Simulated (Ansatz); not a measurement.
Input (CCSDT(Q)/def2-TZVPP; Ansatz, a first-principles code):

Ansatz 0.2 input:
```yaml
crystal:
  periodic: [false, false, false]
  atoms:
    - {symbol: B, position_ang: [-0.03399413, 0.10936171, -0.96236410]}
    - {symbol: Cl, position_ang: [-1.74807955, 0.43249626, -1.09366719]}
    - {symbol: H, position_ang: [0.62950320, 0.09491039, -1.94285745]}
    - {symbol: Se, position_ang: [0.86974920, -0.23183882, 0.69938622]}
    - {symbol: H, position_ang: [-0.31365280, -0.11163544, 1.56788882]}
basis:
  gaussian:
    orbitals: def2-TZVPP
magnetization: {spin_polarized: false}
correlation: {method: ccsdt_q, electrons: outside_noble_gas}
```

Output:

```
Functional definition: HF
integrals: 0.54 GiB planned
1835 factors; integrals over basis functions are off by at most 1.8e-7 eV
mean field: 1.01 GiB planned
mean field evaluation 1: about -78511.1025 eV, gradient 1.4e1 eV
mean field evaluation 2: about -78511.2483 eV, gradient 1.4e1 eV
mean field evaluation 4: about -78512.2173 eV, gradient 2.4e0 eV
mean field evaluation 8: about -78512.2407 eV, gradient 1.7e-1 eV
mean field evaluation 16: about -78511.9430 eV, gradient 5.3e0 eV
mean field -78512.24088633 eV, -2885.2716350643 hartree, gradient 2.0e-6 eV, S^2 0.000000; 0 other end points of the search recorded, 0 dependent functions left out
20 core orbitals not correlated
reference -78512.24088633 eV, -2885.2716350643 hartree; 9, 9 occupied and 120, 120 virtual orbitals, 1835 factors
second order -12.15212901 eV of doubles, -0.00000000 eV of singles
coupled cluster: 8.39 GiB planned
cycle   1  -12.85645676 eV  change   -7.0e-1 eV  update   1.1e-1
cycle   2  -13.52570329 eV  change   -6.7e-1 eV  update   4.9e-2
cycle   3  -13.94114380 eV  change   -4.2e-1 eV  update   2.5e-2
cycle   4  -13.86566470 eV  change    7.5e-2 eV  update   8.6e-3
cycle   5  -13.85066898 eV  change    1.5e-2 eV  update   5.1e-3
cycle   6  -13.85833759 eV  change   -7.7e-3 eV  update   1.5e-3
cycle   7  -13.85935285 eV  change   -1.0e-3 eV  update   7.6e-4
cycle   8  -13.85839446 eV  change    9.6e-4 eV  update   2.3e-4
cycle   9  -13.85860950 eV  change   -2.2e-4 eV  update   1.2e-4
cycle  10  -13.85868805 eV  change   -7.9e-5 eV  update   4.8e-5
cycle  11  -13.85853322 eV  change    1.5e-4 eV  update   2.4e-5
cycle  12  -13.85858143 eV  change   -4.8e-5 eV  update   9.7e-6
cycle  13  -13.85858979 eV  change   -8.4e-6 eV  update   3.5e-6
cycle  14  -13.85859577 eV  change   -6.0e-6 eV  update   1.6e-6
cycle  15  -13.85859727 eV  change   -1.5e-6 eV  update   5.6e-7
perturbative correction -0.02956011 eV, -0.0010863140 hartree
Total energy: -78526.12904371 eV, -2885.7820154343 hartree
```
